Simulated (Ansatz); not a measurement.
Born–Oppenheimer molecular dynamics of BFH4N2 (8 atoms, charge 0, multiplicity 1). It goes on from the last frame of an earlier run, with new velocities.

These are results of Ansatz, RKS PBE0-D4/def2-SVP, not measurements.

```json
{"ensemble": "NVT, Langevin thermostat", "time step": "1 fs", "steps asked": "100", "set temperature": "2000 K", "friction": "0.05 /fs", "seed": "746944"}
```

First frame:

```xyz
8
Properties=species:S:1:pos:R:3
B -0.023 0.126 0.054
N -0.117 -0.197 1.428
H -0.921 -0.272 2.001
H 0.759 -0.108 1.934
F 1.132 0.589 -0.330
N -1.103 -0.042 -0.841
H -2.033 -0.320 -0.501
H -1.154 0.179 -1.801
```

How far do the bonds stretch over the last three quarters of this one trajectory? (Pairs bonded in most of those frames.)


| bond | mean (Å) | spread (Å) | shortest | longest |
| --- | --- | --- | --- | --- |
| B1–N2 | 1.449 | 0.052 | 1.33 | 1.57 |
| B1–F5 | 1.351 | 0.068 | 1.21 | 1.46 |
| B1–N6 | 1.446 | 0.064 | 1.31 | 1.54 |
| N2–H3 | 1.054 | 0.099 | 0.87 | 1.24 |
| N2–H4 | 1.030 | 0.052 | 0.94 | 1.12 |
| N6–H7 | 1.036 | 0.058 | 0.91 | 1.18 |
| N6–H8 | 1.038 | 0.055 | 0.93 | 1.19 |

Mean temperature of the second half: 1963 K. A run of 0.1 ps of so small a system gives no equilibrium averages.

Time of the run: 2.9 min on 1 thread of Arm Neoverse V2, with other jobs on the host, peak memory 0.14 GiB.
